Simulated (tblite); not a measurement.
A geometry optimisation, step by step.

C6H5BCl2Se.
Atom-mapped SMILES: `[CH2:1]=[C:2]1[Se:3][CH:4]=[CH:5][CH:6]=[C:7]1[B:8]([Cl:9])[Cl:10]` (hydrogens: H11, H12 on C1; H13 on C4; H14 on C5; H15 on C6)

Computed with GFN2-xTB (tblite), gas phase: L-BFGS steps from a force-field or distance-geometry start until the largest atomic force falls under 0.01 eV/Å. 13 of its 68 geometries are shown.

Step 0: E = -785.8253 eV, largest atomic force 1.923 eV/Å
```
atom  x, y, z in Å  |  force x, y, z in eV/Å
C1      1.283    1.786   -0.057   -0.756   0.099   0.070
C2      0.224    1.028    0.246    1.259  -0.338  -0.027
Se3    -1.523    1.765    0.264   -0.413  -0.160  -0.674
C4     -2.048    0.501   -1.091    0.190  -0.345   0.710
C5     -1.609   -0.771   -1.055    0.928  -0.021   0.473
C6     -0.552   -1.252   -0.148   -1.071   0.267  -0.971
C7      0.342   -0.433    0.452    0.710  -0.134   0.798
B8      1.488   -1.033    1.386    0.093  -0.130   0.513
Cl9     2.452    0.049    2.521   -0.898  -1.140  -1.149
Cl10    1.771   -2.861    1.497   -0.244   1.903  -0.123
H11     2.266    1.370   -0.145    0.138   0.026   0.112
H12     1.137    2.843   -0.245    0.216  -0.140   0.028
H13    -2.760    0.803   -1.831   -0.346   0.258   0.032
H14    -2.013   -1.472   -1.780    0.193   0.038   0.179
H15    -0.464   -2.316   -0.036    0.002  -0.183   0.030
```

Step 6: E = -786.2328 eV, largest atomic force 0.401 eV/Å
```
atom  x, y, z in Å  |  force x, y, z in eV/Å
C1      1.287    1.784   -0.054   -0.098  -0.024   0.072
C2      0.260    0.999    0.256    0.319   0.187  -0.155
Se3    -1.509    1.755    0.206   -0.060   0.136  -0.085
C4     -2.061    0.478   -1.058    0.128   0.003   0.173
C5     -1.557   -0.767   -1.058    0.032  -0.143  -0.021
C6     -0.546   -1.252   -0.163   -0.249   0.053  -0.248
C7      0.344   -0.449    0.480   -0.089   0.060   0.004
B8      1.440   -1.030    1.399    0.110   0.018   0.183
Cl9     2.393   -0.027    2.437   -0.032   0.068  -0.035
Cl10    1.751   -2.725    1.483   -0.079  -0.066  -0.077
H11     2.285    1.390   -0.124    0.107   0.026   0.115
H12     1.151    2.838   -0.246    0.037  -0.100   0.013
H13    -2.788    0.808   -1.780   -0.237  -0.050   0.116
H14    -1.979   -1.474   -1.758    0.086  -0.098  -0.059
H15    -0.474   -2.321   -0.042    0.024  -0.071   0.004
```

Step 11: E = -786.2810 eV, largest atomic force 0.226 eV/Å
```
atom  x, y, z in Å  |  force x, y, z in eV/Å
C1      1.327    1.784   -0.037   -0.006   0.015  -0.008
C2      0.286    1.008    0.227   -0.089  -0.055   0.032
Se3    -1.484    1.792    0.153    0.130  -0.154  -0.102
C4     -2.065    0.463   -1.033   -0.141  -0.089  -0.090
C5     -1.552   -0.782   -1.086    0.006   0.006   0.059
C6     -0.549   -1.254   -0.191    0.115   0.082   0.082
C7      0.314   -0.438    0.483    0.151  -0.005  -0.047
B8      1.403   -1.017    1.420    0.006  -0.060  -0.095
Cl9     2.378   -0.009    2.416    0.010   0.033   0.088
Cl10    1.716   -2.718    1.452   -0.044  -0.002   0.042
H11     2.337    1.414   -0.068   -0.012  -0.012   0.084
H12     1.172    2.829   -0.246    0.116   0.077   0.002
H13    -2.870    0.773   -1.680   -0.149  -0.058   0.002
H14    -1.943   -1.511   -1.783   -0.118   0.131  -0.029
H15    -0.474   -2.326   -0.050    0.025   0.092  -0.019
```

Step 17: E = -786.3206 eV, largest atomic force 0.240 eV/Å
```
atom  x, y, z in Å  |  force x, y, z in eV/Å
C1      1.363    1.798   -0.021    0.100   0.036   0.040
C2      0.315    1.017    0.198   -0.098  -0.070  -0.100
Se3    -1.448    1.780    0.066   -0.129   0.198   0.044
C4     -2.120    0.431   -1.031   -0.034   0.075   0.015
C5     -1.558   -0.791   -1.097   -0.090   0.035  -0.044
C6     -0.528   -1.234   -0.216    0.110  -0.019  -0.007
C7      0.344   -0.424    0.455   -0.014  -0.065  -0.067
B8      1.407   -1.014    1.415   -0.022   0.008  -0.086
Cl9     2.361    0.000    2.435   -0.012  -0.100   0.048
Cl10    1.673   -2.722    1.456    0.027   0.040   0.091
H11     2.369    1.425    0.022    0.087  -0.049   0.035
H12     1.239    2.841   -0.242    0.005   0.127  -0.002
H13    -3.002    0.706   -1.598    0.106  -0.084   0.031
H14    -1.964   -1.501   -1.799   -0.077  -0.161   0.059
H15    -0.455   -2.303   -0.064    0.043   0.029  -0.057
```

Step 22: E = -786.3439 eV, largest atomic force 0.146 eV/Å
```
atom  x, y, z in Å  |  force x, y, z in eV/Å
C1      1.389    1.813   -0.002   -0.055   0.008  -0.025
C2      0.324    1.033    0.154    0.082   0.071   0.026
Se3    -1.449    1.809    0.022    0.078  -0.088  -0.086
C4     -2.149    0.422   -1.019    0.091  -0.029   0.009
C5     -1.575   -0.794   -1.101    0.004  -0.050   0.058
C6     -0.508   -1.225   -0.254   -0.071  -0.004  -0.044
C7      0.364   -0.411    0.408    0.002   0.057  -0.018
B8      1.409   -1.009    1.386    0.006   0.046   0.052
Cl9     2.343   -0.031    2.462   -0.042   0.034  -0.020
Cl10    1.657   -2.715    1.490   -0.046  -0.038  -0.045
H11     2.391    1.422    0.083   -0.085   0.037  -0.013
H12     1.288    2.863   -0.230    0.018  -0.055   0.076
H13    -3.057    0.650   -1.558    0.013   0.072   0.008
H14    -2.004   -1.529   -1.769   -0.046  -0.017   0.108
H15    -0.427   -2.291   -0.095    0.051  -0.045  -0.085
```

Step 28: E = -786.3650 eV, largest atomic force 0.123 eV/Å
```
atom  x, y, z in Å  |  force x, y, z in eV/Å
C1      1.418    1.837    0.017    0.016  -0.033   0.063
C2      0.350    1.052    0.114   -0.042  -0.043   0.004
Se3    -1.408    1.825   -0.086    0.013   0.090   0.000
C4     -2.157    0.401   -1.014   -0.034  -0.008  -0.013
C5     -1.601   -0.825   -1.086    0.021  -0.004   0.004
C6     -0.484   -1.223   -0.301    0.056  -0.003   0.009
C7      0.385   -0.394    0.354    0.025  -0.030   0.014
B8      1.394   -0.991    1.370   -0.002  -0.112  -0.051
Cl9     2.295   -0.034    2.482   -0.012   0.070   0.017
Cl10    1.599   -2.710    1.493   -0.018   0.042  -0.031
H11     2.405    1.435    0.152    0.089   0.001  -0.030
H12     1.346    2.894   -0.176   -0.072  -0.006   0.008
H13    -3.103    0.623   -1.483   -0.029   0.007  -0.056
H14    -2.085   -1.591   -1.675   -0.051   0.009   0.022
H15    -0.356   -2.291   -0.184    0.040   0.019   0.041
```

Step 34: E = -786.3703 eV, largest atomic force 0.042 eV/Å
```
atom  x, y, z in Å  |  force x, y, z in eV/Å
C1      1.420    1.834    0.029    0.020   0.005  -0.007
C2      0.351    1.049    0.117    0.005  -0.026  -0.002
Se3    -1.400    1.836   -0.100   -0.004  -0.013  -0.028
C4     -2.156    0.403   -1.017   -0.013   0.020  -0.013
C5     -1.605   -0.828   -1.076   -0.023   0.014   0.005
C6     -0.478   -1.226   -0.305   -0.010  -0.005   0.014
C7      0.392   -0.397    0.347   -0.016  -0.025  -0.001
B8      1.399   -0.998    1.361   -0.007   0.010  -0.014
Cl9     2.279   -0.024    2.483   -0.008   0.002   0.002
Cl10    1.594   -2.711    1.488    0.028  -0.015  -0.005
H11     2.414    1.440    0.144    0.021   0.007   0.012
H12     1.332    2.890   -0.160   -0.014   0.034   0.008
H13    -3.098    0.628   -1.498    0.033  -0.020   0.016
H14    -2.112   -1.595   -1.644    0.007   0.007   0.006
H15    -0.335   -2.292   -0.190   -0.020   0.005   0.005
```

Step 39: E = -786.3713 eV, largest atomic force 0.046 eV/Å
```
atom  x, y, z in Å  |  force x, y, z in eV/Å
C1      1.426    1.835    0.033   -0.017   0.006   0.004
C2      0.358    1.046    0.112    0.011   0.024  -0.010
Se3    -1.391    1.839   -0.119    0.016   0.015   0.003
C4     -2.157    0.404   -1.018    0.008  -0.017   0.004
C5     -1.611   -0.828   -1.072    0.012  -0.015  -0.009
C6     -0.482   -1.227   -0.305    0.001  -0.010  -0.004
C7      0.393   -0.399    0.343    0.016   0.014  -0.004
B8      1.398   -1.000    1.356    0.022   0.014   0.022
Cl9     2.269   -0.022    2.483   -0.011  -0.018  -0.004
Cl10    1.601   -2.713    1.483    0.022  -0.004  -0.010
H11     2.423    1.449    0.153   -0.025   0.014   0.009
H12     1.328    2.893   -0.150    0.013  -0.017   0.002
H13    -3.102    0.620   -1.493   -0.027   0.032  -0.019
H14    -2.120   -1.597   -1.635   -0.017  -0.010   0.003
H15    -0.338   -2.292   -0.191   -0.025  -0.028   0.016
```

Step 45: E = -786.3727 eV, largest atomic force 0.049 eV/Å
```
atom  x, y, z in Å  |  force x, y, z in eV/Å
C1      1.427    1.839    0.038    0.005  -0.004   0.004
C2      0.363    1.042    0.104    0.006   0.006   0.000
Se3    -1.380    1.844   -0.138   -0.011  -0.019  -0.002
C4     -2.155    0.405   -1.024    0.008   0.000  -0.007
C5     -1.617   -0.831   -1.068   -0.004  -0.003   0.005
C6     -0.486   -1.232   -0.302   -0.018   0.010  -0.001
C7      0.397   -0.404    0.335   -0.013   0.009  -0.001
B8      1.404   -1.002    1.352   -0.014  -0.036  -0.030
Cl9     2.256   -0.024    2.488    0.014   0.016   0.025
Cl10    1.629   -2.715    1.470    0.000   0.033  -0.027
H11     2.426    1.463    0.164    0.002  -0.017   0.018
H12     1.323    2.896   -0.140    0.002  -0.008  -0.008
H13    -3.099    0.628   -1.502    0.009  -0.002   0.000
H14    -2.136   -1.601   -1.622    0.005  -0.006   0.009
H15    -0.357   -2.299   -0.178    0.009   0.018   0.014
```

Step 50: E = -786.3737 eV, largest atomic force 0.057 eV/Å
```
atom  x, y, z in Å  |  force x, y, z in eV/Å
C1      1.432    1.840    0.046    0.009   0.001  -0.008
C2      0.369    1.042    0.095   -0.028  -0.009   0.007
Se3    -1.372    1.843   -0.158    0.003   0.028   0.001
C4     -2.155    0.403   -1.032   -0.014   0.003  -0.003
C5     -1.625   -0.836   -1.065   -0.003   0.004   0.009
C6     -0.492   -1.231   -0.300    0.020  -0.001   0.030
C7      0.397   -0.403    0.327   -0.002  -0.003   0.019
B8      1.407   -1.002    1.342    0.011   0.053   0.017
Cl9     2.245   -0.025    2.498   -0.024  -0.020  -0.027
Cl10    1.649   -2.709    1.445    0.007  -0.032  -0.023
H11     2.431    1.467    0.187    0.003  -0.020   0.008
H12     1.326    2.896   -0.135    0.013   0.018  -0.005
H13    -3.101    0.631   -1.504    0.001  -0.018  -0.017
H14    -2.149   -1.611   -1.606   -0.002  -0.004  -0.002
H15    -0.366   -2.297   -0.162    0.008   0.000  -0.005
```

Step 56: E = -786.3758 eV, largest atomic force 0.065 eV/Å
```
atom  x, y, z in Å  |  force x, y, z in eV/Å
C1      1.434    1.838    0.053   -0.022   0.000   0.014
C2      0.365    1.045    0.093    0.041   0.049   0.011
Se3    -1.369    1.853   -0.183   -0.003  -0.009  -0.033
C4     -2.155    0.405   -1.046    0.019  -0.013   0.017
C5     -1.637   -0.840   -1.048    0.008  -0.006  -0.001
C6     -0.506   -1.231   -0.276   -0.038   0.003  -0.027
C7      0.392   -0.399    0.332   -0.015   0.029   0.001
B8      1.416   -0.997    1.330   -0.004  -0.058   0.004
Cl9     2.224   -0.032    2.507    0.025  -0.001   0.034
Cl10    1.699   -2.705    1.378    0.013   0.035   0.000
H11     2.428    1.459    0.220   -0.033   0.005  -0.024
H12     1.338    2.895   -0.135    0.012  -0.040   0.002
H13    -3.089    0.631   -1.539   -0.017  -0.001  -0.006
H14    -2.163   -1.621   -1.582    0.014   0.023   0.020
H15    -0.382   -2.294   -0.126   -0.001  -0.016  -0.012
```

Step 61: E = -786.3769 eV, largest atomic force 0.050 eV/Å
```
atom  x, y, z in Å  |  force x, y, z in eV/Å
C1      1.439    1.841    0.067    0.007  -0.003  -0.004
C2      0.368    1.052    0.086   -0.035  -0.035   0.004
Se3    -1.358    1.863   -0.230    0.002   0.017  -0.010
C4     -2.159    0.402   -1.054   -0.012   0.015  -0.018
C5     -1.648   -0.846   -1.036   -0.003   0.011  -0.001
C6     -0.512   -1.229   -0.271    0.025   0.005   0.010
C7      0.389   -0.392    0.328    0.004  -0.019   0.016
B8      1.419   -0.996    1.320   -0.004   0.021   0.006
Cl9     2.206   -0.043    2.525    0.007  -0.007   0.012
Cl10    1.733   -2.696    1.334    0.011  -0.009  -0.002
H11     2.427    1.458    0.249    0.018  -0.016  -0.004
H12     1.357    2.896   -0.127   -0.015   0.018  -0.005
H13    -3.094    0.623   -1.549    0.004  -0.001   0.015
H14    -2.184   -1.632   -1.548   -0.010  -0.015  -0.013
H15    -0.386   -2.292   -0.116    0.004   0.017  -0.005
```

Step 67: E = -786.3773 eV, largest atomic force 0.009 eV/Å
```
atom  x, y, z in Å  |  force x, y, z in eV/Å
C1      1.437    1.837    0.067   -0.001  -0.004  -0.003
C2      0.363    1.051    0.091    0.002   0.002  -0.003
Se3    -1.358    1.868   -0.239    0.000  -0.005   0.001
C4     -2.158    0.404   -1.059    0.002  -0.003   0.002
C5     -1.649   -0.844   -1.035    0.000   0.000  -0.001
C6     -0.515   -1.227   -0.265   -0.001  -0.001  -0.001
C7      0.385   -0.391    0.337   -0.002   0.000  -0.001
B8      1.420   -0.995    1.324    0.003   0.003   0.004
Cl9     2.208   -0.048    2.533   -0.006  -0.003   0.001
Cl10    1.749   -2.692    1.319    0.003   0.000   0.000
H11     2.425    1.451    0.248   -0.001   0.002   0.002
H12     1.355    2.893   -0.131   -0.001  -0.003  -0.003
H13    -3.094    0.624   -1.553   -0.001   0.002   0.001
H14    -2.183   -1.632   -1.547    0.001   0.008   0.005
H15    -0.389   -2.290   -0.111    0.002   0.000  -0.003
```

Question: Summarise the path.

Answer: The energy falls by 0.5520 eV from step 0 to step 67; nine tenths of that is first reached at step 18. It falls at every step. The largest force goes from 1.923 to 0.009 eV/Å. Among the bonds B8–Cl10 changes most, from 1.854 to 1.729 Å; the atoms move by 0.279 Å rms after alignment.

Question: Follow the three bonds and two angles with the largest change from start to end.

Answer: 
| step | E above end (eV) | largest force (eV/Å) | B8–Cl10 (Å) | B8–Cl9 (Å) | Se3–C4 (Å) | C2–Se3–C4 (°) | Se3–C4–H13 (°) |
| --- | --- | --- | --- | --- | --- | --- | --- |
| 0 | 0.5520 | 1.923 | 1.854 | 1.841 | 1.926 | 89.4 | 118.8 |
| 3 | 0.1882 | 0.642 | 1.724 | 1.718 | 1.873 | 90.3 | 116.9 |
| 6 | 0.1446 | 0.401 | 1.725 | 1.730 | 1.879 | 91.2 | 116.2 |
| 9 | 0.1134 | 0.254 | 1.729 | 1.723 | 1.875 | 91.3 | 114.7 |
| 12 | 0.0897 | 0.258 | 1.728 | 1.723 | 1.874 | 91.4 | 113.8 |
| 15 | 0.0671 | 0.187 | 1.724 | 1.732 | 1.869 | 93.7 | 114.1 |
| 17 | 0.0568 | 0.240 | 1.729 | 1.726 | 1.864 | 94.8 | 114.7 |
| 20 | 0.0389 | 0.152 | 1.735 | 1.721 | 1.865 | 95.1 | 116.0 |
| 23 | 0.0303 | 0.160 | 1.723 | 1.731 | 1.871 | 94.7 | 115.6 |
| 26 | 0.0177 | 0.121 | 1.728 | 1.726 | 1.862 | 95.8 | 114.7 |
| 29 | 0.0106 | 0.106 | 1.735 | 1.724 | 1.857 | 96.5 | 114.2 |
| 32 | 0.0078 | 0.054 | 1.727 | 1.730 | 1.862 | 96.2 | 114.1 |
| 35 | 0.0068 | 0.042 | 1.731 | 1.725 | 1.861 | 96.4 | 114.5 |
| 38 | 0.0063 | 0.042 | 1.731 | 1.726 | 1.859 | 96.5 | 114.7 |
| 41 | 0.0055 | 0.063 | 1.728 | 1.729 | 1.859 | 96.5 | 114.8 |
| 44 | 0.0049 | 0.038 | 1.731 | 1.724 | 1.860 | 96.6 | 114.6 |
| 47 | 0.0042 | 0.035 | 1.731 | 1.726 | 1.858 | 96.7 | 114.4 |
| 50 | 0.0036 | 0.057 | 1.727 | 1.730 | 1.858 | 96.9 | 114.3 |
| 52 | 0.0030 | 0.049 | 1.728 | 1.727 | 1.859 | 97.0 | 114.3 |
| 55 | 0.0021 | 0.069 | 1.732 | 1.723 | 1.860 | 96.9 | 114.4 |
| 58 | 0.0010 | 0.028 | 1.729 | 1.726 | 1.859 | 97.0 | 114.6 |
| 61 | 0.0005 | 0.050 | 1.728 | 1.726 | 1.859 | 97.3 | 114.5 |
| 64 | 0.0001 | 0.026 | 1.730 | 1.725 | 1.858 | 97.3 | 114.5 |
| 67 | 0.0000 | 0.009 | 1.729 | 1.726 | 1.859 | 97.2 | 114.5 |

What follows is the cost of the whole relaxation. Time: 0.66 s of wall time. Hardware: one thread, Arm Neoverse V2 (aarch64), shared host.
